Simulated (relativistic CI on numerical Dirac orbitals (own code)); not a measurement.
**Ag27+: q coefficients and field-shift factors**

Computed by Dirac-Coulomb-Breit CI, KLI orbitals optimised for each configuration, derivatives by finite differences, unscaled Slater integrals, QED left out (own radial code, finite nucleus).

CI space (outside the closed core [Ne]): 3s2 3p6 3d2, 3s2 3p5 3d3, 3s 3p6 3d3, 3s2 3p6 3d 4s, 3s2 3p6 3d 4p, 3s2 3p6 4s2. Double excitations out of closed p, d and f shells are left out; levels of such configurations are missing from the list, as are those of other unlisted configurations, and high levels can miss mixing partners.

With x = (α/α₀)² − 1 an excitation energy changes as ω = ω₀ + qx; K = 2q/ω₀ is the relative enhancement. Terms are leading LS components, so labels can repeat. The field-shift factor is F = δν/δ⟨r²⟩ for the transition from the lowest level.

Lowest level 3s2 3p6 3d2 3F_2.

```tsv
Level	ω₀ (cm⁻¹)	q (cm⁻¹)	F (GHz/fm²)
3s2 3p6 3d2 3F_3	53240	59860	0.422
3s2 3p6 3d2 3P_0	85941	15420	0.0306
3s2 3p6 3d2 3F_4	92982	85490	0.615
3s2 3p6 3d2 1D_2	103544	57060	0.311
3s2 3p6 3d2 3P_1	118570	61860	0.297
3s2 3p6 3d2 1G_4	164311	97310	0.743
3s2 3p6 3d2 3P_2	175427	123800	0.76
3s2 3p6 3d2 1S_0	309788	108200	1.14
3s2 3p5 3d3 5F°_2	1146798	52570	2.45
3s2 3p5 3d3 5D°_1	1150549	57250	2.36
3s2 3p5 3d3 5D°_0	1162817	70040	2.39
3s2 3p5 3d3 5F°_3	1166041	86290	2.76
3s2 3p5 3d3 5F°_4	1188737	108300	2.97
3s2 3p5 3d3 5S°_2	1195061	108700	2.62
3s2 3p5 3d3 5D°_3	1212668	74370	2.44
3s2 3p5 3d3 3F°_2	1213856	100400	2.59
3s2 3p5 3d3 5G°_5	1216493	118300	3.05
3s2 3p5 3d3 5D°_1	1218951	110700	2.3
3s2 3p5 3d3 5D°_4	1229427	119100	2.79
3s2 3p5 3d3 3G°_3	1242710	84340	2.77
3s2 3p5 3d3 5G°_6	1244694	114300	3.09
3s2 3p5 3d3 3G°_4	1264128	108300	2.87
3s2 3p5 3d3 3D°_2	1279365	127700	3.08
```

At this charge energies of transitions that change n are usually good to better than 1 %, and those within a shell (Δn = 0) to a few per cent. Terms inside the open d or f shell come out 10 to 20 % too wide with unscaled integrals.

Q: Which transition from the lowest level has the largest |K|?

A: 3s2 3p6 3d2 3F_3 at 53240 cm⁻¹, K = 2.25.
